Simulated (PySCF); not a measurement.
GeS₂ was optimised in PySCF in the def2-TZVP basis family (density fitting, no spin–orbit coupling) with several functionals.

One of them gave a singlet of D∞h symmetry with a mean bond of 1.996 Å to Ge, wavenumbers 132 (×2), 497, 673 cm⁻¹ and a HOMO–LUMO gap of 5.63 eV.

Question: Which level of theory was it?
A. PBE0
B. PBE
C. B3LYP

Answer: A. That is PBE0, with Ge–S 1.996 Å (×2). The others give B3LYP 2.011 Å and 647 cm⁻¹ for the highest mode; PBE 2.017 Å and 643 cm⁻¹ for the highest mode.

Each species is the lowest minimum found with this bonding; other isomers or fragments can lie lower.
